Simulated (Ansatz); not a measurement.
Results of the Gaussian-basis code of Ansatz.

CH$_{3}$F$_{4}$MoN (`C[N]=[Mo]([F])([F])([F])[F]`) at its PBE0-D4/def2-TZVP geometry, where that method's forces vanish. Total charge 0; spin multiplicity 1. Mo takes the def2 core potential.

```tsv
atom	x (Å)	y (Å)	z (Å)
C1	1.302	-0.143	1.166
N2	0.254	-0.023	0.224
Mo3	-0.990	0.110	-0.887
F4	-1.982	1.551	-0.277
F5	-2.325	-0.968	-0.188
F6	-0.319	1.257	-2.179
F7	-0.663	-1.261	-2.091
H8	1.507	0.832	1.614
H9	2.204	-0.510	0.668
H10	1.011	-0.847	1.950
```

(1) For each bond, give half the difference of the two atoms' forces along it (eV/Å; positive pushes the atoms apart) under PBE-D4, r2SCAN-D4, B3LYP-D4, ωB97M-V in def2-TZVPP. (Estimate.)

Answers

(1) The calculation gave: 
```csv
bond,length (Å),PBE-D4,r2SCAN-D4,B3LYP-D4,ωB97M-V
C1–N2,1.414,-0.65,-0.29,-0.03,0.76
C1–H8,1.093,0.13,-0.02,-0.07,-0.16
C1–H9,1.093,0.14,-0.02,-0.07,-0.15
C1–H10,1.093,0.14,-0.02,-0.07,-0.15
N2–Mo3,1.673,1.03,0.63,0.28,-0.79
Mo3–F4,1.853,0.23,0.04,0.17,0.09
Mo3–F5,1.853,0.23,0.04,0.18,0.09
Mo3–F6,1.853,0.23,0.04,0.17,0.09
Mo3–F7,1.853,0.23,0.04,0.18,0.09
```

B3LYP here is the variant with VWN-RPA as its local correlation; programs differ in this.
